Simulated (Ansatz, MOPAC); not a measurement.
Species: H$_{4}$BSiO, charge 0, multiplicity 2. SMILES: O[B][SiH3]
Coordinates optimised at B3LYP-D3(BJ)/def2-TZVP (Ansatz, an electronic-structure program):
```
B
O 1 1.3335
H 2 0.9655 1 115.84
Si 1 2.0127 2 129.38 3 -180.00
H 4 1.4836 1 107.35 2 -121.91
H 4 1.4836 5 108.23 1 115.59
H 4 1.4897 5 108.43 6 117.42
```
Charge 0, spin multiplicity 2.

Property: enthalpy of formation at 298 K, in kcal/mol. Conventions: open shells spin-unrestricted; no spin-orbit coupling; frozen cores in correlated levels; six Cartesian d functions in 6-31G* and its kin unless marked 5d; non-relativistic; dispersion terms only where a functional's name holds one. CBS(X,Y): correlation extrapolated as X^-3; Hartree-Fock from the larger set. First-principles rows: single points at B3LYP-D3(BJ) geometries (Ansatz), with unscaled harmonic terms from B3LYP/6-31G* (Ansatz) at its own minima, enthalpies of formation by atomisation with measured atoms. Semi-empirical rows: MOPAC heats of formation at their own minima for 298 K.

Coupled cluster (Ansatz) is a level with limits of its own, used here on species with T1 under 0.025 (0.045 for open shells) and stable references: CCSD(T)/CBS(cc-pV(T+d)Z,cc-pV(Q+d)Z).

Value to compare with, CCSD(T)/CBS(cc-pV(T+d)Z,cc-pV(Q+d)Z) (Ansatz): -3.3 kcal/mol.

| level | program | enthalpy of formation at 298 K (kcal/mol) | difference |
|---|---|---|---|
| PM3 | MOPAC | -39.0 | -35.7 |
| PBE/3-21G | Ansatz | 14.0 | 17.3 |
| B3LYP/3-21G | Ansatz | 28.4 | 31.7 |
| B3LYP/6-31G | Ansatz | 39.2 | 42.5 |
| B3LYP/6-31G* | Ansatz | 4.7 | 8.0 |
| B3LYP/6-31G** | Ansatz | -1.2 | 2.1 |
| MP2/STO-3G | Ansatz | -33.6 | -30.3 |
| B3LYP-D3(BJ)/def2-TZVPD | Ansatz + dftd3 | -6.4 | -3.1 |
| PBE0/def2-TZVPD | Ansatz | -0.4 | 2.9 |
| wB97M-V/def2-TZVPD | Ansatz | -4.2 | -0.9 |

Among the 7 habitual levels, B3LYP/6-31G lies farthest from CCSD(T)/CBS(cc-pV(T+d)Z,cc-pV(Q+d)Z) (Ansatz) (42.5 kcal/mol) and B3LYP/6-31G** nearest (2.1); 5 of 7 lie above it, and their mean absolute difference is 23.9 kcal/mol, the median 30.3. One case shows no general order.

The levels are drawn from those run, B3LYP/6-31G* more often than the rest, none by its result; left out are runs that failed, that the program found above a lower state of the same kind, or whose <S^2> lies over 0.5 above the pure value.
